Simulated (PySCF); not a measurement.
A GIAO shielding run with PySCF 2.14 (density fitting, non-relativistic, gas phase) on SMILES C#CC(=O)O[Si@H](C)S[SiH3], C$_{4}$H$_{8}$O$_{2}$SSi$_{2}$:

```
$ OMP_NUM_THREADS=1 python probes_run.py task.json out

{"job": {"kind": "nmr", "xc": "PBE0", "basis": "pcSseg-1"}, "charge": 0, "multiplicity": 1}
C      3.035577     1.924081    -0.580353
C      2.423202     0.992202    -0.137135
C      1.694814    -0.129063     0.402142
O      2.200592    -1.157319     0.763300
O      0.391081     0.107927     0.460005
Si    -0.663690    -1.041596     1.069417
C     -0.665294    -2.607830     0.012074
S     -2.500849     0.030603     0.895622
Si    -1.858153     2.004065     0.299903
H      3.576729     2.737218    -0.968322
H     -0.331046    -1.237463     2.472933
H     -1.431360    -3.297170     0.352026
H     -0.867441    -2.379569    -1.033154
H      0.294542    -3.113581     0.068167
H     -0.940677     2.528162     1.302273
H     -1.240326     1.934982    -1.016953
H     -3.124698     2.716380     0.277607
```

Hardware: 1 thread of an Arm Neoverse V1, shared host. The job also computes population analyses, field gradients.

**Question.** How large is the calculation?

**Answer.** 92 electrons, 214 basis functions and 1181 auxiliary functions.

**Question.** How long does it take, and how much memory does it need?

**Answer.** 49 s of wall time, with 15 SCF cycles and 5 response iterations; peak memory 0.88 GiB. Times on a shared host scatter by some tens of per cent.
